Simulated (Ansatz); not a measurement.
A nudged elastic band was laid between two geometries of Cl2H7NO2SiZr (14 atoms, charge 0, multiplicity 1).

The calculation used Ansatz 0.2.0, RHF/def2-SVP.

| Item | Value |
| --- | --- |
| movable images | 7 |
| climbing image | yes |
| spring | 5.0 eV/Å² |
| optimiser | quadratic models (default) |
| start path | through a guess of the saddle point |
| force threshold | 0.03 eV/Å |
| iteration limit | 60 |
| end points | relaxed |

First end point:

```xyz
14
Properties=species:S:1:pos:R:3
Zr -0.031 0.118 0.362
N -0.502 -0.616 2.195
H -1.062 -1.439 2.337
H -0.188 -0.273 3.085
O 1.865 0.038 -0.115
H 2.526 -0.455 -0.571
Cl -1.419 1.987 -0.400
Cl -0.901 -1.691 -0.972
O 0.943 1.873 1.595
Si 2.609 2.243 1.705
H 3.300 1.076 2.264
H 3.137 2.658 0.400
H 2.673 3.379 2.649
H 0.335 2.587 1.752
```

Last end point:

```xyz
14
Properties=species:S:1:pos:R:3
Zr 0.353 0.502 0.104
N -0.109 -0.462 2.314
H -0.753 -1.235 2.247
H 0.741 -0.814 2.728
O 1.093 -1.260 -0.166
H 1.523 -1.883 -0.728
Cl 0.778 1.415 -2.099
Cl -2.070 0.771 0.166
O 1.444 1.727 1.154
Si 2.464 2.872 1.755
H 3.616 2.212 2.415
H 2.961 3.750 0.675
H 1.752 3.690 2.764
H -0.510 0.204 2.956
```

(1) Which bonds break or form, and what moves?

(2) What energy profile does the band end with?

(3) What is the geometry of the highest image?

Results:

(1) Bonds broken: O9–H14. Bonds formed: N2–H14.

(2) The run converged. The highest image is number 3 of 0 to 8, 0.46 eV above the first end and 1.80 eV above the last; the last end lies 1.35 eV below the first. Neighbouring images differ by up to 1.5 eV, so the band resolves the path poorly. A vibrational analysis at the climbing image gives one clearly imaginary mode, 1184i cm⁻¹: a first-order saddle point. The orbitals stay closed-shell, which can raise the energy where a bond breaks towards radicals; this wasn't checked here.

| image | path coordinate (Å) | energy (eV) | O9–H14 (Å) | N2–H14 (Å) |
| --- | --- | --- | --- | --- |
| 0 | 0.00 | 0.00 | 0.95 | 3.34 |
| 1 | 1.75 | 0.08 | 0.95 | 2.77 |
| 2 | 3.50 | 0.13 | 0.95 | 2.37 |
| 3 | 5.25 | 0.46 | 1.11 | 1.40 |
| 4 | 6.36 | -1.03 | 2.22 | 1.01 |
| 5 | 7.46 | -1.22 | 2.59 | 1.01 |
| 6 | 8.57 | -1.33 | 2.76 | 1.01 |
| 7 | 9.68 | -1.34 | 2.82 | 1.01 |
| 8 | 10.80 | -1.35 | 3.06 | 1.01 |

(3) 
```xyz
14
Properties=species:S:1:pos:R:3:forces:R:3
Zr 0.148 0.218 0.148 0.01 0.00 0.00
N -0.077 -0.416 2.253 0.01 -0.01 0.00
H -0.978 -0.327 2.698 0.00 0.00 0.00
H 0.284 -1.321 2.517 0.00 0.00 0.00
O 1.614 -0.664 -0.670 -0.03 0.00 -0.02
H 2.174 -1.120 -1.275 0.02 0.00 0.01
Cl -0.465 2.326 -0.865 0.00 0.00 0.00
Cl -1.757 -1.077 -0.583 0.00 0.00 0.00
O 1.327 1.386 1.631 -0.01 -0.01 -0.01
Si 2.329 2.680 1.960 0.00 0.01 0.01
H 3.489 2.199 2.742 0.00 0.00 0.01
H 2.784 3.255 0.682 0.00 0.00 0.00
H 1.594 3.689 2.751 0.00 0.00 0.00
H 0.819 0.660 2.298 0.01 0.01 0.00
```

The run took 10 min on 4 threads of Arm Neoverse V1 (shared host), peak memory 0.54 GiB.
